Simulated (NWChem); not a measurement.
Isomers of C2H3BF2O, each optimised at B3LYP/6-31G* with NWChem, gas phase unless a solvent is named. Flexible species stand in one conformer each, which need not be the lowest. Pople sets run with spherical d functions. Relative energies count from the lowest isomer at each level and are electronic, without zero-point energy, on those geometries. Shieldings are non-relativistic GIAO values without spin-orbit effects.

A: B(OC=C)(F)F
B: O=CCB(F)F
C: C=C(F)B(O)F
D: O=CB(F)CF

```json
[
 {"quantity": "relative energy, B3LYP/6-31G* (kcal/mol)", "A": "0.0", "B": "15.3", "C": "31.2", "D": "79.4"},
 {"quantity": "orbital gap (eV), B3LYP/6-31G*", "A": "7.12", "B": "6.41", "C": "6.48", "D": "5.45"},
 {"quantity": "11B shift against boron trifluoride, PBE0/pcSseg-1 (ppm)", "A": "1.7", "B": "16.1", "C": "12.5", "D": "33.6"}
]
```
